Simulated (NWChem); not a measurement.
**Basis-set convergence for H$_{2}$AlF**

SMILES: [F][AlH2]
```xyz
4

Al     0.0000     0.0000    -0.5654
H     -1.4088     0.0000    -1.2803
H      1.4088     0.0000    -1.2803
F      0.0000     0.0000     1.1012
```
Charge 0, spin multiplicity 1.

The numbers come from NWChem runs, not from measurements. The geometry was optimised at PBE0/def2-SVP, a minimum by its harmonic frequencies.

Quantity: dipole moment at the level PBE0.

The Pople sets run with spherical d functions. The structure started from a generated list of species.

| basis | functions | dipole moment (D) |
|---|---|---|
| STO-3G | 16 | ___ |
| 3-21G | 26 | ___ |
| 6-31G* | 36 | 1.34 |
| def2-SVP | 42 | 1.35 |
| 6-311G** | 56 | 1.47 |
| 6-311++G** | 66 | 1.69 |
| aug-pcseg-1 | 68 | 1.51 |
| cc-pVTZ | 92 | ___ |
| aug-cc-pVTZ | 142 | 1.50 |
| def2-QZVP | 187 | 1.47 |

Question: Complete the blanks.

Answer: 
- STO-3G, dipole moment (D): 0.38
- 3-21G, dipole moment (D): 1.24
- cc-pVTZ, dipole moment (D): 1.41
